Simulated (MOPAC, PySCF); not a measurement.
CH₃FSi, SMILES `C=[SiH]F`, neutral singlet in the gas phase. 

Cartesian coordinates (Å):
```xyz
6

C     -0.9447    -0.0528     0.0828
Si     0.7299     0.0192    -0.0662
F      1.5941     1.3326     0.1618
H     -1.4380    -1.0012    -0.0991
H     -1.5780     0.7842     0.3450
H      1.6367    -1.0821    -0.4243
```
Charge 0, spin multiplicity 1.

All levels are single points at this geometry (PBE0-D3(BJ)/def2-TZVP); Pople sets use spherical d functions. Orbital energies aren't observables, and empty levels follow the basis.

```csv
level,HOMO (eV),LUMO (eV),gap (eV),dipole (D),"vertical IE, Delta-SCF (eV)"
PBE0-D3(BJ)/def2-TZVP in PySCF,-6.66,-0.77,5.89,1.07,8.85
ωB97X-D3(BJ)/def2-TZVP in PySCF,-8.96,1.27,10.23,1.14,8.91
B3LYP/3-21G in PySCF,-6.24,-0.44,5.80,1.19,–
B3LYP/6-31G* in PySCF,-6.16,-0.47,5.69,1.03,8.74
B3LYP/LANL2DZ in PySCF,-6.70,-1.06,5.64,1.77,–
BP86/6-31G* in PySCF,-5.42,-1.22,4.20,0.93,–
PBE/6-31G* in PySCF,-5.33,-1.14,4.19,0.93,8.76
SVWN5/6-31G* in PySCF,-5.45,-1.31,4.14,0.99,9.04
HF/3-21G in PySCF,-8.80,2.95,11.75,1.54,–
AM1 in MOPAC,-8.95,-0.31,8.64,1.12,–
PM3 in MOPAC,-8.43,-0.32,8.12,0.93,–
PM6 in MOPAC,-8.30,-0.73,7.57,1.88,–
PM7 in MOPAC,-9.99,-1.30,8.70,2.31,–
```
